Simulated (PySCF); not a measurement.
From computed data to an observable: entropy of an ideal gas

MgClBr, SMILES [Cl][Mg][Br].

Coordinates come from a B3LYP-D3(BJ)/def2-TZVP optimisation.

B3LYP-D3(BJ)/def2-TZVP run with PySCF gives the harmonic wavenumbers 101, 101, 251, 574 cm⁻¹ and the rotational temperature 0.0470 K. The molar mass is 139.66 g/mol, the symmetry number 1, the spin multiplicity 1.

Question: Work out the entropy at 298.15 K and 1 atm in the rigid-rotor, harmonic-oscillator model.

Answer: 
Translation (Sackur–Tetrode at 1 atm): S = R[1.5 ln M + 2.5 ln T − 1.16487] = 170.3 J/(mol K).
Rotation: q = T/(σ θ) = 6340, S = R[ln q + 1] = 81.1 J/(mol K).
Vibration: with u = 1.4388 ν/T, each mode gives R[u/(e^u − 1) − ln(1 − e^−u)]:
```csv
ν (cm⁻¹),modes,u,S (J/(mol K))
101,2,0.49,28.74
251,1,1.21,7.21
574,1,2.77,2.08
```
These are all the modes. Sum 38.0 J/(mol K).
Spin: R ln 1 = 0.0 J/(mol K).
Total 289.5 J/(mol K); the program's own thermochemistry gives 289.5. Translation makes up 59 % and vibration 13 %. Anharmonicity, hindered rotation and orbital degeneracy are left out.
